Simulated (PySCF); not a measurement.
Species: C₇H₁₃PSi.
SMILES with atom numbers: `[CH3:1][SiH:2]([CH3:3])[P:4]1[CH:5]=[CH:6][CH2:7][CH:8]=[CH:9]1`

Structure used (GFN2-xTB), in Å, numbered top down from 1:
```xyz
22
C7H13PSi angstrom
C     -2.819    1.155   -0.886
Si    -1.676   -0.332   -0.560
C     -1.730   -0.801    1.289
P      0.411    0.191   -1.270
C      1.234   -1.281   -0.631
C      2.268   -1.257    0.199
C      2.902   -0.011    0.739
C      1.946    1.140    0.839
C      0.882    1.309    0.066
H     -2.581    1.994   -0.239
H     -2.734    1.495   -1.913
H     -3.854    0.885   -0.709
H     -2.105   -1.482   -1.378
H     -2.728   -1.087    1.607
H     -1.062   -1.633    1.492
H     -1.409    0.033    1.909
H      0.843   -2.221   -1.000
H      2.711   -2.187    0.535
H      3.740    0.277    0.089
H      3.328   -0.217    1.726
H      2.173    1.864    1.613
H      0.250    2.182    0.181
```

NICS = −σ at a ghost point: NICS(0) at the centroid of the ring atoms, NICS(1) 1 Å to either side along the normal of their mean plane, zz for the tensor component along that normal. Level: GIAO PBE0/pcSseg-1 (PySCF, non-relativistic, gas phase) on the GFN2-xTB geometry, one conformer.

Ring bond lengths (Å), with Mayer bond orders in brackets: P4–C5 1.804 (0.94), C5–C6 1.326 (1.90), C6–C7 1.499 (1.05), C7–C8 1.499 (1.05), C8–C9 1.326 (1.90), C9–P4 1.805 (0.93).

Question: What do the NICS probes read (ppm)?

Answer: 
```json
{"ring": "P4–C5–C6–C7–C8–C9", "type": "6-membered ring with P; formal bonds 2 double, 4 single", "NICS(0)": "-0.3", "NICS(1), two faces": "-0.3 / -3.1", "NICS(1)zz, two faces": "2.2 / -1.6", "rms pucker (Å)": "0.17", "centre to ring atoms, mean (Å)": "1.52"}
```

Question: What can be read from them?

Answer: 
- P4–C5–C6–C7–C8–C9: mean NICS(1)zz 0.3 ppm, near zero. C7 has four or more neighbours; no verdict on aromaticity is drawn. The two faces differ by 3.8 ppm, so no symmetry operation interchanges them.

Question: What field does 11.7 T along the ring normal induce along that normal at the second NICS(1) probe listed for ring P4–C5–C6–C7–C8–C9, 1 Å off the ring?

Answer: NICSzz × B0 = -1.6 ppm × 11.7 T = -19 μT, against the applied field.

Question: What are the shieldings of the ring atoms and their hydrogens in the same run (means over atoms taken as equivalent)?

Answer: 
| atoms | environment | σ isotropic (ppm) | principal values of the symmetric part, first atom (ppm) |
| --- | --- | --- | --- |
| P4 | three-coordinate phosphorus | 448.9 | 314.5, 496.8, 535.5 |
| C5 (×2) | alkene CH carbon | 58.2 | -52.2, 57.1, 167.4 |
| C6 (×2) | alkene CH carbon | 52.8 | -60.7, 53.1, 167.3 |
| C7 | allylic carbon | 154.5 | 134.9, 164.2, 164.4 |
| H17 (×2) | vinylic hydrogen | 25.69 | 24.0, 24.7, 28.4 |
| H18 (×2) | vinylic hydrogen | 25.44 | 22.7, 24.8, 28.9 |
| H19 (×2) | methylene hydrogen | 28.62 | 24.7, 25.5, 35.8 |
